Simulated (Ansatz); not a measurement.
Compare A (`FCC(F)(CF)CF`) with its isomer B (`CC(F)(F)CC(F)F`).

Program: Ansatz. Geometries: PBE0-D4/def2-TZVP. ΔE: electronic, gas phase. CBS: MP2 limit from def2 TZ/QZ plus the TZ coupled-cluster correction, frozen cores. DFT in def2-TZVPP. B3LYP here is the variant with VWN-RPA as its local correlation; programs differ in this. Each species was taken in one conformer, which may not be the lowest.

A:

Z-matrix (Å, degrees):
```
C
C 1 1.513
F 1 1.376 2 110.1
H 1 1.091 2 109.6 3 119.5
H 1 1.093 2 110.0 3 -119.5
C 2 1.512 1 111.4 3 175.0
C 2 1.522 1 112.3 3 50.6
F 2 1.388 1 108.4 3 -65.1
F 6 1.378 2 111.2 1 45.5
H 6 1.093 2 109.0 1 164.9
H 6 1.093 2 109.9 1 -74.7
F 7 1.379 2 109.8 1 60.3
H 7 1.091 2 109.3 1 -59.3
H 7 1.094 2 110.1 1 180.0
```

B:

Z-matrix (Å, degrees):
```
C
C 1 1.502
H 1 1.090 2 109.9
H 1 1.088 2 110.6 3 -120.2
H 1 1.090 2 108.6 3 119.5
F 2 1.371 1 109.0 3 -178.4
F 2 1.367 1 108.7 3 -63.5
C 2 1.516 1 117.6 3 58.1
C 8 1.506 2 114.8 1 66.7
H 8 1.092 2 109.8 1 -56.2
H 8 1.092 2 107.1 1 -173.6
F 9 1.357 8 109.1 2 171.4
F 9 1.361 8 111.0 2 -71.1
H 9 1.093 8 113.7 2 50.6
```

Task: Which is lower in electronic energy at CCSD(T)/CBS, and by how much? (An estimate is asked.)

Result: Ansatz gave: B, by 23.3 kcal/mol.

Task: Give E(B) − E(A) in kcal/mol with LDA (SPW92), BLYP-D4, B3LYP, r2SCAN-D4, MP2/def2-TZVPP, B2PLYP, CCSD(T)/def2-SVP. (Estimate.)

Result: The calculation gave: LDA (SPW92) -26.7, BLYP-D4 -22.1, B3LYP -23.0, r2SCAN-D4 -25.5, MP2/def2-TZVPP -24.3, B2PLYP -23.5, CCSD(T)/def2-SVP -25.2. None reverses the order clearly.

Task: Does the order hold for the free energy at 298.15 K (harmonic terms from PBE0-D4)? (Estimate.)

Result: The calculation gave: Yes: G(B) − G(A) = -23.8 kcal/mol, for one conformer each. Modes under 60 cm⁻¹, often nearly free rotors, make the harmonic entropy too high.

Largest T1 diagnostic: 0.011.

At CCSD(T), def2-SVP lies −1.9 kcal/mol from the extrapolated value and def2-TZVPP −0.1 kcal/mol. From BLYP to BHLYP (50 % exact exchange), in def2-TZVPP and without D4, E(B) − E(A) moves by −0.8 kcal/mol.
